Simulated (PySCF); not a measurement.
BeF$_{2}$ (SMILES [F][Be][F]), singlet, geometry from GFN2-xTB (such geometries of metal compounds can be far from the true shape); HF/6-31G in PySCF.

Input for PySCF:
```python
from pyscf import gto, scf

mol = gto.M(
    atom='''
Be    0.00000000    0.00000000    0.00000000
F    -0.00000000   -0.00000000   -1.36953917
F     0.00000000    0.00000000    1.36953917
''',
    basis='6-31g',
    verbose=4,
)

mf = scf.RHF(mol)
mf.kernel()
mf.analyze()
```

What the program printed (banner, timings and long lists left out):

```
PySCF version 2.14.0

[INPUT] verbose = 4
[INPUT] num. atoms = 3
[INPUT] num. electrons = 22
[INPUT] charge = 0
[INPUT] spin (= nelec alpha-beta = 2S) = 0
[INPUT] symmetry False subgroup None
[INPUT] Mole.unit = angstrom
[INPUT] Symbol           X                Y                Z      unit          X                Y                Z       unit  Magmom
[INPUT]  1 Be     0.000000000000   0.000000000000   0.000000000000 AA    0.000000000000   0.000000000000   0.000000000000 Bohr   0.0
[INPUT]  2 F      0.000000000000   0.000000000000  -1.369539170000 AA    0.000000000000   0.000000000000  -2.588053948164 Bohr   0.0
[INPUT]  3 F      0.000000000000   0.000000000000   1.369539170000 AA    0.000000000000   0.000000000000   2.588053948164 Bohr   0.0

nuclear repulsion = 43.4689547641781
number of shells = 15
number of NR pGTOs = 66
number of NR cGTOs = 27
basis = 6-31g
ecp = {}

******** <class 'pyscf.scf.hf.RHF'> ********
method = RHF
initial guess = minao
damping factor = 0
level_shift factor = 0
DIIS = <class 'pyscf.scf.diis.CDIIS'>
diis_start_cycle = 1
diis_space = 8
diis_damp = 0
SCF conv_tol = 1e-09
SCF conv_tol_grad = None
SCF max_cycles = 50
direct_scf = True
direct_scf_tol = 1e-13
Set gradient conv threshold to 3.16228e-05
Initial guess from minao.
init E= -213.542141063525
  HOMO = -0.697741683487307  LUMO = -0.0483682774014911  gap/eV = 17.67035
cycle= 1 E= -213.549200713232  delta_E= -0.00706  |g|= 0.644  |ddm|= 1.65
  HOMO = -0.539153184055411  LUMO = 0.110214658438004  gap/eV = 17.67020
cycle= 2 E= -213.605052232514  delta_E= -0.0559  |g|= 0.403  |ddm|= 0.656
  HOMO = -0.631532269442926  LUMO = 0.106572731072064  gap/eV = 20.08486
cycle= 3 E= -213.629615993641  delta_E= -0.0246  |g|= 0.0242  |ddm|=  0.2
  HOMO = -0.625628115490975  LUMO = 0.110390754179785  gap/eV = 20.02809
cycle= 4 E= -213.629921546833  delta_E= -0.000306  |g|= 0.0047  |ddm|= 0.0386
  HOMO = -0.625136904049081  LUMO = 0.10983263491227  gap/eV = 19.99954
cycle= 5 E= -213.629939004737  delta_E= -1.75e-05  |g|= 0.00111  |ddm|= 0.00945
  HOMO = -0.625103139221026  LUMO = 0.109746549500039  gap/eV = 19.99628
cycle= 6 E= -213.629939795346  delta_E= -7.91e-07  |g|= 0.000151  |ddm|= 0.00199
  HOMO = -0.625107202510914  LUMO = 0.109750232295698  gap/eV = 19.99649
cycle= 7 E= -213.629939801726  delta_E= -6.38e-09  |g|= 1.4e-05  |ddm|= 0.000172
  HOMO = -0.625105707271083  LUMO = 0.109751145811827  gap/eV = 19.99647
cycle= 8 E= -213.629939801835  delta_E= -1.09e-10  |g|= 2.86e-06  |ddm|= 2.84e-05
  HOMO = -0.625106001415902  LUMO = 0.109751215527224  gap/eV = 19.99648
Extra cycle  E= -213.629939801838  delta_E= -3.13e-12  |g|= 1.12e-06  |ddm|= 4.56e-06
converged SCF energy = -213.629939801838
**** SCF Summaries ****
Total Energy =                        -213.629939801838390
Nuclear Repulsion Energy =              43.468954764178100
One-electron Energy =                 -385.432219051063896
Two-electron Energy =                  128.333324485047399
Two-electron Coulomb Energy =          151.428575739601371
DFT Exchange-Correlation Energy =      -23.095251254553972
HOMO-LUMO gap [eV] =                    19.996483399822285
**** MO energy ****
MO #1   energy= -26.2756427275526  occ= 2
MO #2   energy= -26.2756106818814  occ= 2
MO #3   energy= -4.76026196975422  occ= 2
MO #4   energy= -1.57229781380952  occ= 2
MO #5   energy= -1.56390268982478  occ= 2
MO #6   energy= -0.694241705150601 occ= 2
MO #7   energy= -0.679578161640531 occ= 2
MO #8   energy= -0.655521130296179 occ= 2
MO #9   energy= -0.655521130296175 occ= 2
MO #10  energy= -0.625106001415904 occ= 2
MO #11  energy= -0.625106001415902 occ= 2
MO #12  energy= 0.109751215527224  occ= 0
MO #13  energy= 0.154020919150267  occ= 0
MO #14  energy= 0.154020919150271  occ= 0
MO #15  energy= 0.284079365640724  occ= 0
MO #16  energy= 0.427704015929235  occ= 0
MO #17  energy= 0.427704015929237  occ= 0
MO #18  energy= 0.603140706028144  occ= 0
MO #19  energy= 0.979793006124989  occ= 0
 ** Mulliken pop on meta-lowdin orthogonal AOs  **
 ** Mulliken pop  **
pop of  0 Be 1s           2.00000
pop of  0 Be 2s           0.28457
pop of  0 Be 3s           0.00962
pop of  0 Be 2px          0.05718
pop of  0 Be 2py          0.05718
pop of  0 Be 2pz          0.01571
pop of  0 Be 3px          0.00256
pop of  0 Be 3py          0.00256
pop of  0 Be 3pz          0.02725
pop of  1 F 1s            1.99999
pop of  1 F 2s            1.92246
pop of  1 F 3s            0.00257
pop of  1 F 2px           1.96714
pop of  1 F 2py           1.96714
pop of  1 F 2pz           1.90414
pop of  1 F 3px           0.00299
pop of  1 F 3py           0.00299
pop of  1 F 3pz           0.00227
pop of  2 F 1s            1.99999
pop of  2 F 2s            1.92246
pop of  2 F 3s            0.00257
pop of  2 F 2px           1.96714
pop of  2 F 2py           1.96714
pop of  2 F 2pz           1.90414
pop of  2 F 3px           0.00299
pop of  2 F 3py           0.00299
pop of  2 F 3pz           0.00227
 ** Mulliken atomic charges  **
charge of    0Be =      1.54339
charge of    1F =     -0.77170
charge of    2F =     -0.77170
Dipole moment(X, Y, Z, Debye): -0.00000, -0.00000,  0.00000
```
